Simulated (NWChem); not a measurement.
Species: CHBClF3O; SMILES OB(Cl)C(F)(F)F

```xyz
8

B     -0.4750     0.6114     0.0016
C      0.1199    -0.8914     0.0006
F      0.8616    -1.1457    -1.0794
F     -0.8988    -1.7829     0.0012
F      0.8629    -1.1458     1.0797
Cl     0.6169     1.9697    -0.0038
O     -1.7952     0.7943     0.0066
H     -2.2801    -0.0426     0.0087
```
Atoms are numbered in this order, from 1.

Computed with NWChem. Pople sets run with spherical d functions. Geometry: optimised at PBE0/def2-SVP. B3LYP is NWChem's, with the RPA form of VWN correlation. Atomic charges in e: unrestrained fits to the electrostatic potential beside Mulliken populations; buried atoms are poorly determined by the fit.

For level B3LYP/def2-SVP:

| Property | Value |
|---|---|
| ESP B1 | 0.27 |
| Mulliken B1 | -0.07 |
| Mulliken C2 | 0.52 |
| Mulliken F3 | -0.18 |
| Mulliken F4 | -0.21 |
| Mulliken F5 | -0.18 |

Q: What are these values for level Hartree-Fock/6-31G*?

A: The ESP B1 is 0.48. The Mulliken B1 is 0.53. The Mulliken C2 is 1.09. The Mulliken F3 is -0.41. The Mulliken F4 is -0.45. The Mulliken F5 is -0.41.
